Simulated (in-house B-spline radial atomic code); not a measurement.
Ionising Cu2+ with different functionals

Computed with a B-spline radial code for spherical atoms: four-component Dirac-Coulomb Hamiltonian, Fermi nucleus of rms radius 3.8823 fm, spin-restricted, spherical fractional occupations for the functionals. The ionisation energy is the difference of two self-consistent energies, [Ar] 3d9 → [Ar] 3d8, without Breit or QED terms; ε is the level of the shell that loses the electron (mean over j). The electron is taken from both j subshells in proportion to 2j + 1, so the result is a j average, not the step between ground levels.

Hybrids are left out here: with spherical fractional occupations of an open shell their exact exchange keeps a self-interaction that integer-occupation calculations don't have.

```json
{"method": "LDA VWN5", "rung": "LDA", "ΔSCF (eV)": "39.38", "-ε(3d) (eV)": "29.99"}
{"method": "relativistic LDA", "rung": "LDA", "ΔSCF (eV)": "39.39", "-ε(3d) (eV)": "30.00"}
{"method": "LDA PW92", "rung": "LDA", "ΔSCF (eV)": "?", "-ε(3d) (eV)": "?"}
{"method": "LDA exchange-only", "rung": "LDA", "ΔSCF (eV)": "37.67", "-ε(3d) (eV)": "28.37"}
{"method": "PBE", "rung": "GGA", "ΔSCF (eV)": "39.02", "-ε(3d) (eV)": "29.63"}
{"method": "PBEsol", "rung": "GGA", "ΔSCF (eV)": "38.99", "-ε(3d) (eV)": "29.60"}
{"method": "BLYP", "rung": "GGA", "ΔSCF (eV)": "39.03", "-ε(3d) (eV)": "29.66"}
{"method": "RPBE", "rung": "GGA", "ΔSCF (eV)": "38.90", "-ε(3d) (eV)": "29.50"}
{"method": "PW91", "rung": "GGA", "ΔSCF (eV)": "39.13", "-ε(3d) (eV)": "29.73"}
{"method": "BP86", "rung": "GGA", "ΔSCF (eV)": "?", "-ε(3d) (eV)": "?"}
{"method": "AM05", "rung": "GGA", "ΔSCF (eV)": "39.01", "-ε(3d) (eV)": "29.61"}
{"method": "OLYP", "rung": "GGA", "ΔSCF (eV)": "39.15", "-ε(3d) (eV)": "29.67"}
```

**Question.** What does BP86 give?

**Answer.** ΔSCF 39.09 eV, and -ε(3d) = 29.71 eV.

**Question.** What does LDA PW92 give?

**Answer.** ΔSCF 39.37 eV, and -ε(3d) = 29.98 eV.

**Question.** How do they compare with the NIST value?

**Answer.** NIST lists 36.84 eV ± 0.012 (measured, ground level to ground level). Errors run from +0.83 to +2.55 eV. The correlated functionals all miss on the same side by more than they spread, so the cause is common to them (Breit-QED terms, spin polarisation, the choice among j levels, multiplet and fine-structure energies, or a listed next ion that isn't the cheapest removal here) and closeness doesn't rank the functionals.
